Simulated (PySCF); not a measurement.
Atom-mapped SMILES (the numbers label the heavy atoms): `[CH3:1][SiH:2]([CH3:3])[P:4]1[CH:5]=[CH:6][CH2:7][CH:8]=[CH:9]1` (H(Xn): hydrogen on atom n).

[PySCF 2.14.0 with density-fitted response routines: geometry from GFN2-xTB; PBE0/pcSseg-1 with gauge-including orbitals; one conformer; rapidly exchanging positions averaged; no relativistic terms; in vacuum]

Problem. Predict the 2D correlation tables (HSQC, COSY, HMBC).

Solution. 

HSQC (one-bond C–H):
```tsv
δH	δC
6.28 (H(C6)/H(C8))	134.1 (C6/C8)
6.03 (H(C5)/H(C9))	128.8 (C5/C9)
3.10 (H(C7))	32.4 (C7)
0.17 (H(C1)/H(C3))	-5.3 (C1/C3)
```

COSY cross peaks (H two or three bonds apart, from the bond graph; peaks can be absent where the dihedral angle is near 90°):
```tsv
δH	δH
6.28 (H(C6)/H(C8))	6.03 (H(C5)/H(C9))
6.28 (H(C6)/H(C8))	3.10 (H(C7))
4.49 (H(Si2))	0.17 (H(C1)/H(C3))
```

HMBC (two and three bonds, from the bond graph):
```tsv
δH	δC
6.28 (H(C6)/H(C8))	134.1 (C6/C8), 128.8 (C5/C9), 32.4 (C7)
6.03 (H(C5)/H(C9))	134.1 (C6/C8), 128.8 (C5/C9), 32.4 (C7)
4.49 (H(Si2))	128.8 (C5/C9), -5.3 (C1/C3)
3.10 (H(C7))	134.1 (C6/C8), 128.8 (C5/C9)
0.17 (H(C1)/H(C3))	-5.3 (C1/C3)
```

δ = σ(ref) − σ, references computed at the same level: $^{1}$H (σ = 31.72 ppm) and $^{13}$C (σ = 186.93 ppm) vs TMS.

Shifts are as computed. Against solution values, carbons near 30 ppm lie about +3 ppm off and those near 130 ppm about +5 ppm. Of 1211 compounds with measured shifts, 218 miss one by over three times the rms of a fit or turn the order of signals round; such compounds aren't used in these exercises.
